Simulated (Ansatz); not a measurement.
Geometry optimisation, Ansatz, RKS r2SCANh-D4/6-31G*.

Input file:

```yaml
crystal:
  periodic: [false, false, false]
  atoms:
    - { symbol: B, position_ang: [-0.014335, 0.629585, -0.213821] }
    - { symbol: F, position_ang: [0.099128, -0.431028, 2.081206] }
    - { symbol: "N", position_ang: [1.195061, 0.127577, -0.731715] }
    - { symbol: H, position_ang: [1.314332, -0.850858, -0.947809] }
    - { symbol: H, position_ang: [2.072563, 0.604233, -0.604856] }
    - { symbol: O, position_ang: [-1.23858, 0.029004, -0.329089] }
    - { symbol: H, position_ang: [-1.189117, -0.834459, -0.754955] }
    - { symbol: S, position_ang: [-0.138281, 2.341513, 0.547812] }
    - { symbol: H, position_ang: [1.175313, 2.501102, 0.786097] }
    - { symbol: H, position_ang: [-0.483783, 0.294032, 2.107631] }
basis:
  gaussian: { orbitals: "6-31G*" }
hamiltonian:
  xc: r2scanh
  dispersion: d4
relax:
  f_tol: 0.03
  max_steps: 50
```

Launched with:

```bash
$ ansatz run input.yaml --threads 2 --pin off --max-ram 3072MiB --backend cpu --events-out ev --progress --plain --runs-dir out
```

Where does it end, and by what steps?

The forces met the threshold. After 8 steps the energy has fallen by 0.079 eV; F2 moved furthest, 0.36 Å.

```csv
step,energy less start (eV),largest force component (eV/Å),accepted
0,0.0000,0.424,yes
1,-0.0248,1.360,yes
2,-0.0563,0.993,yes
3,-0.0396,0.632,no
4,-0.0743,0.140,yes
5,-0.0733,0.167,no
6,-0.0775,0.154,yes
7,-0.0784,0.046,yes
8,-0.0787,0.022,yes
```

```xyz
10
Properties=species:S:1:pos:R:3
B -0.043 0.608 -0.286
F 0.025 -0.388 2.434
N 1.195 0.123 -0.741
H 1.296 -0.793 -1.152
H 2.078 0.540 -0.497
O -1.253 0.017 -0.501
H -1.181 -0.845 -0.927
S -0.196 2.204 0.653
H 1.119 2.463 0.760
H -0.247 0.482 2.197
```

The run took 69 s on 2 threads of Arm Neoverse N1, on a shared host, peak memory 0.2 GiB.
